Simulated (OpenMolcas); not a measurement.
## How methods differ on CH3ClF2Si (SMILES C[Si](F)(F)Cl)

CH3ClF2Si has 8 atoms, charge 0, and is taken as a singlet. SMILES: `C[Si](F)(F)Cl`. The coordinates come from a PBE0-D4/def2-TZVP relaxation.

```tsv
atom	x (Å)	y (Å)	z (Å)
C	-0.8085	-0.2990	0.5122
Si	0.6906	0.1514	-0.4392
F	1.9870	-0.4723	0.2191
F	0.6162	-0.4156	-1.9142
Cl	0.9631	2.1585	-0.5609
H	-0.9171	-1.3854	0.5498
H	-0.7402	0.0804	1.5334
H	-1.6988	0.1248	0.0441
```

Quantity: the energy change with the C1–H7 bond stretched from 1.092 to 1.419 Å, in eV. The values are calculated.

| level | kind | program | value (eV) | less CCSD(T)/def2-SVP | CPU time (all runs) |
| --- | --- | --- | --- | --- | --- |
| HF/def2-SVP (restricted) | Hartree–Fock | OpenMolcas | 1.13 | +0.15 | 12 s |
| SVWN5/def2-SVP (restricted) | LDA | OpenMolcas | 0.90 | -0.08 | 27 s |
| BLYP/def2-SVP (restricted) | GGA | OpenMolcas | 0.88 | -0.10 | 37 s |
| TPSS/def2-SVP (restricted) | meta-GGA | OpenMolcas | 0.93 | -0.05 | 52 s |
| BHLYP/def2-SVP (restricted) | global hybrid | OpenMolcas | 1.07 | +0.09 | 38 s |
| PBE0/def2-SVP (restricted) | global hybrid | OpenMolcas | 1.00 | +0.02 | 36 s |
| B2PLYP/def2-SVP (restricted) | double hybrid | OpenMolcas | 1.00 | +0.02 | 32 s |
| MP2/def2-SVP (restricted) | perturbation theory | OpenMolcas | 1.04 | +0.06 | 12 s |
| CCSD(T)/def2-SVP (restricted) | coupled cluster or CI | OpenMolcas | 0.98 | 0.00 | 2.1 min |

Differences are taken from CCSD(T)/def2-SVP (restricted) for orientation; it has basis-set and higher-order errors of its own. The first shape isn't each level's own minimum. The values span 0.88 to 1.13 eV. CPU times are rough (shared hosts, several kinds of processor): they show what a rung costs within a factor of a few.
